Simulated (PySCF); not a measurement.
## Calculated data, B$_{2}$GeH$_{3}$N

Calculation on a computer-drawn molecule: optimised geometry and harmonic frequencies of an isolated molecule of the commonest isotopes, restricted reference for singlets and unrestricted otherwise, frozen core in MP2; on germanium a core potential holds 10 electrons, which the energies leave out, and 3d is frozen in MP2 and coupled-cluster steps. Program: PySCF 2.14.0.

## B$_{2}$GeH$_{3}$N

Start structure:
```xyz
7
B2GeH3N
B     -2.5711     2.5735     0.2458
B     -1.4610     1.7717    -0.6809
N     -0.5949     1.1049    -1.3256
Ge     0.5508     0.1405    -2.1581
H     -2.2878     3.3061     1.1839
H     -3.7424     2.5792    -0.0492
H      0.8677     1.3213    -3.3317
```

It was run with charge 0, multiplicity 1, method HF, basis cc-pVDZ and basis and core potential on germanium cc-pVDZ-PP ECP10MDF.

Drawn bonds:
| atom | other atom | order |
| --- | --- | --- |
| 1 | 2 | 1 |
| 2 | 3 | 2 |
| 3 | 4 | 1 |
| 1 | 5 | 1 |
| 1 | 6 | 1 |
| 4 | 7 | 1 |

## Withheld values
1. B$_{2}$GeH$_{3}$N: total energy?
2. B$_{2}$GeH$_{3}$N: rotational constants?

Calculated values
1. -398.9244 hartree
2. 105, 1.542, 1.539 GHz

Further results for B$_{2}$GeH$_{3}$N:

- convergence status largest gradient component: 2.703e-05 hartree/bohr

Optimised structure:
```xyz
7
B2GeH3N
B     -2.6223     2.6192     0.2694
B     -1.4758     1.8015    -0.6618
N     -0.6235     1.2078    -1.3617
Ge     0.5853     0.1401    -2.2236
H     -2.2849     3.2817     1.2070
H     -3.7867     2.5473     0.0036
H      0.9693     1.1996    -3.3486
```

Modes:
| frequency (cm⁻¹) | reduced mass (dalton) |
| --- | --- |
| 85.94 | 4.431 |
| 111.7 | 4.951 |
| 190.8 | 1.015 |
| 327.1 | 2.92 |
| 339.6 | 5.446 |
| 439.8 | 6.764 |
| 821.1 | 1.62 |
| 834.3 | 1.537 |
| 877.4 | 2.357 |
| 1012 | 1.413 |
| 1277 | 1.164 |
| 1956 | 1.036 |
| 2043 | 10.09 |
| 2702 | 1.056 |
| 2781 | 1.126 |
